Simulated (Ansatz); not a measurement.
Program: Ansatz. Geometries: PBE0-D4/def2-TZVP. ΔE: electronic, gas phase. CBS: MP2 limit from def2 TZ/QZ plus the TZ coupled-cluster correction, frozen cores. DFT in def2-TZVPP. B3LYP here is the variant with VWN-RPA as its local correlation; programs differ in this. One conformer a species, not always the lowest.

Reaction (formal exchange of groups at a C–O bond): `BCO[SiH2][AlH2]` + `B[SiH2]F` → `BCB[SiH2]F` + `O[SiH2][AlH2]`

```
             level  ΔE (kcal/mol)  difference from CCSD(T)/CBS
           PBE0-D4          -31.1                         -0.1
          B3LYP-D4          -28.8                          2.2
           ωB97M-V          -30.2                          0.8
            B2PLYP          -30.1                          0.9
               PBE          -31.4                         -0.4
            r2SCAN          -31.2                         -0.2
              PBE0          -31.4                         -0.4
     HF/def2-TZVPP          -26.3                          4.7
    MP2/def2-TZVPP          -32.3                         -1.3
SCS-MP2/def2-TZVPP          -30.1                          0.9
CCSD(T)/def2-TZVPP          -30.3                          0.7
    MP2/def2-QZVPP          -32.7                         -1.7
SCS-MP2/def2-QZVPP          -30.5                          0.5
      HF/CBS(def2)          -26.3                          4.7
     MP2/CBS(def2)          -33.0                         -2.0
    CCSD/CBS(def2)          -30.6                          0.4
       CCSD(T)/CBS          -31.0                            0
```

Largest T1 diagnostic among the species: 0.013.

In def2-TZVPP, CCSD(T) changes the Hartree–Fock value by −4.0 kcal/mol (the triples alone add −0.4 kcal/mol) and MP2 by −6.0 kcal/mol.
